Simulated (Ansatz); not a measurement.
Basis-set extrapolation for `C[Si](C)(F)Cl` (PBE0-D4/def2-TZVP geometry, frozen core, the Gaussian-basis code of Ansatz). Multiplicity 1, RHF reference.

```json
{"": "HF", "def2-TZVPP": "-927.361981", "def2-QZVPP": "-927.392559"}
{"": "MP2 correlation", "def2-TZVPP": "-0.912633", "def2-QZVPP": "-0.989131"}
{"": "CCSD(T) correlation", "def2-TZVPP": "-0.996557", "def2-QZVPP": "not run"}
```

Energies in hartree. Use E(X) = E(∞) + A·exp(−7.88·√X) for Hartree–Fock and E(X) = E(∞) + B·X^(−2.97) for correlation, with X = 3 and 4, and add CCSD(T) minus MP2 of the smaller set to the MP2 limit.

Task: What is the CCSD(T) energy at the basis-set limit?

Result: HF limit: -927.392559 + (-0.030578) × 0.13774 = -927.39677. MP2 limit: -0.989131 + (-0.076498) × 0.74074 = -1.04580. Higher-order term: -0.996557 − (-0.912633) = -0.08392. Total: -928.52649 hartree, 105.4 kcal/mol below CCSD(T)/def2-TZVPP.
